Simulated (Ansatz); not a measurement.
Coupled-cluster diagnostics for Sn₃F₄⁺, Ansatz.

Geometry of the doublet (r2SCAN-D4/def2-SVP):

```xyz
7

Sn   -1.343   -0.859   -0.868
Sn   -0.230    1.769    1.134
Sn    1.858   -0.860   -1.057
F    -0.868    1.345   -0.819
F     0.361   -1.938   -0.002
F     1.430    0.640    0.439
F    -1.209   -0.097    1.173
```

In the def2 sets Sn takes a core potential; there is no spin–orbit coupling. Correlated methods freeze 16 core orbitals; core or outer-core shells of Sn are correlated, in sets that lack core-valence functions. Another isomer (doublet) lies 0.12 eV lower at PBE0-D4/def2-TZVP; other spin states weren't run for this one.

Question: Estimate the CCSD(T) correlation energy, the shares of MP2 and (T), T1 and the reference's ⟨S²⟩ for: charge 1, doublet, own geometry in def2-SVP; and the rough time on 4 threads of Arm Neoverse V1 on a shared host.

Answer: 
```csv
state,basis,correlation (eV),MP2 share (%),(T) share (%),T1,⟨S²⟩ (pure),wall time
"charge 1, doublet, own geometry",def2-SVP,-28.591,95.0,2.2,0.015,0.78 (0.75),4.2 min
```
Customary marks for T1 are 0.02 (closed shells), 0.045 (open shells) and about 0.05 (3d metals). T1 stays under 0.02 throughout.
